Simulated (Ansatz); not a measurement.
Steps of a relaxation of C2H3ClNSi (`C[Si](Cl)C#N`) radical with UKS PBE0-D4/def2-TZVP.

```sh
$ ansatz run in.yaml --threads 4 --pin off --events-out ev --progress --plain --max-ram 10444MiB
```

```yaml
crystal:
  periodic: [false, false, false]
  atoms:
    - {symbol: C, position_ang: [-0.719005, -0.547797, 0.789093]}
    - {symbol: Si, position_ang: [0.602548, 0.665377, 0.227746]}
    - {symbol: Cl, position_ang: [2.517237, -0.088913, 0.535949]}
    - {symbol: C, position_ang: [0.408359, 0.993126, -1.589003]}
    - {symbol: N, position_ang: [0.242745, 1.300955, -2.712548]}
    - {symbol: H, position_ang: [-0.617004, -1.498710, 0.226470]}
    - {symbol: H, position_ang: [-0.618499, -0.757735, 1.871582]}
    - {symbol: H, position_ang: [-1.724282, -0.123303, 0.594911]}
basis:
  gaussian: {orbitals: def2-TZVP}
magnetization: {spin_polarized: true, initial_magnetization: 1}
hamiltonian: {xc: pbe0, dispersion: d4}
relax: {f_tol: 0.005, max_steps: 150}
```

Positions (Å) and forces (eV/Å) along the path, 6 of 6 steps:

```xyz
8
step=1 energy=-24003.6243 eV
C    -0.719   -0.548    0.789   -0.108   -0.109    0.045
Si    0.603    0.665    0.228    0.209   -0.429   -0.040
Cl    2.517   -0.089    0.536   -0.572    0.221   -0.116
C     0.408    0.993   -1.589   -0.292    0.597   -2.138
N     0.243    1.301   -2.713    0.350   -0.659    2.422
H    -0.617   -1.499    0.226   -0.035    0.455    0.262
H    -0.618   -0.758    1.872   -0.040    0.115   -0.523
H    -1.724   -0.123    0.595    0.487   -0.191    0.089
8
step=2 energy=-24003.6826 eV
C    -0.715   -0.546    0.786    0.002    0.036   -0.013
Si    0.595    0.662    0.228   -0.042   -0.168   -0.055
Cl    2.481   -0.086    0.517   -0.058    0.038   -0.001
C     0.410    0.987   -1.582    0.001   -0.006    0.166
N     0.252    1.290   -2.684   -0.006    0.006   -0.059
H    -0.610   -1.487    0.229   -0.009    0.128    0.075
H    -0.613   -0.751    1.857   -0.018    0.030   -0.143
H    -1.709   -0.127    0.593    0.129   -0.065    0.030
8
step=3 energy=-24003.6850 eV
C    -0.713   -0.545    0.783    0.050    0.030   -0.017
Si    0.599    0.649    0.226   -0.051   -0.004   -0.021
Cl    2.484   -0.087    0.519    0.001   -0.008   -0.003
C     0.407    0.986   -1.577    0.015   -0.015    0.086
N     0.243    1.294   -2.677   -0.007    0.009   -0.048
H    -0.606   -1.486    0.237   -0.007   -0.010    0.004
H    -0.619   -0.740    1.852   -0.004   -0.004    0.003
H    -1.703   -0.129    0.582    0.003    0.002   -0.003
8
step=4 energy=-24003.6852 eV
C    -0.711   -0.544    0.782    0.011    0.009   -0.003
Si    0.597    0.650    0.226   -0.004   -0.006   -0.002
Cl    2.481   -0.090    0.516    0.008   -0.001    0.001
C     0.406    0.987   -1.575   -0.003    0.013   -0.010
N     0.243    1.294   -2.676    0.002   -0.007    0.010
H    -0.604   -1.487    0.240   -0.001   -0.006    0.000
H    -0.620   -0.738    1.852   -0.003   -0.002    0.006
H    -1.700   -0.129    0.578   -0.010    0.000   -0.001
8
step=5 energy=-24003.6852 eV
C    -0.711   -0.545    0.782    0.002    0.000   -0.001
Si    0.598    0.649    0.225    0.004   -0.001    0.003
Cl    2.482   -0.091    0.515   -0.001    0.001   -0.002
C     0.406    0.988   -1.575   -0.002    0.007   -0.005
N     0.243    1.296   -2.675    0.001   -0.004    0.003
H    -0.602   -1.489    0.243   -0.001   -0.002    0.001
H    -0.623   -0.735    1.853   -0.002    0.000    0.001
H    -1.700   -0.130    0.576   -0.003    0.000   -0.001
8
step=6 energy=-24003.6852 eV
C    -0.711   -0.545    0.783   -0.004   -0.004    0.001
Si    0.599    0.648    0.225    0.004    0.001    0.003
Cl    2.483   -0.093    0.513   -0.002    0.000   -0.001
C     0.406    0.989   -1.574   -0.001    0.002    0.001
N     0.242    1.298   -2.674    0.000   -0.001   -0.003
H    -0.601   -1.492    0.247    0.001    0.001    0.000
H    -0.626   -0.732    1.854    0.000    0.001   -0.001
H    -1.700   -0.132    0.571    0.002    0.000    0.000
```

Hardware: 4 threads of an Arm Neoverse V1 on a shared host. Wall time 32 s, peak host memory 0.55 GiB.
